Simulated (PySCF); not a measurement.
The second ionisation energy along the second row

All values are computed (PySCF 2.14, energy differences of UHF-based or UKS calculations, no spin-orbit coupling). Values in eV. The last column holds reference values (NIST; (s) semi-empirical, (t) theoretical, else measured). Unmarked ones compare directly (S terms, centres of terms, or small fine structure); those marked * lie between the lowest fine-structure levels and include a spin-orbit shift.

```tsv
element	configurations	UHF	MP2 (valence)	SCS-MP2 (valence)	CCSD (valence)	CCSD(T) (valence)	reference
Li (pcseg-2, non-relativistic)	1s2 → 1s1	74.914	75.175	75.228	75.220	75.220	75.640 (t)
Be (pcseg-2, non-relativistic)	[He] 2s1 → 1s2	18.118	n/a	n/a	n/a	n/a	18.211
C (pcseg-2, non-relativistic)	[He] 2s2 2p1 → [He] 2s2	24.187	24.387	24.352	24.218	24.248	24.378
N (pcseg-2, non-relativistic)	[He] 2s2 2p2 → [He] 2s2 2p1	29.221	29.626	29.495	29.472	29.486	29.601 (s) *
F (pcseg-2, non-relativistic)	[He] 2s2 2p4 → [He] 2s2 2p3	33.453	34.610	34.694	34.651	34.673	34.950
Ne (pcseg-2, non-relativistic)	[He] 2s2 2p5 → [He] 2s2 2p4	39.330	40.742	40.722	40.682	40.706	40.963 *
```

"Valence" correlates the outer s and p shells and, in groups 3 to 12 and the f block, the outer d or f shell, open or full, or the next shell where the ion has no valence electron left; the wider scheme adds the next inner shell.
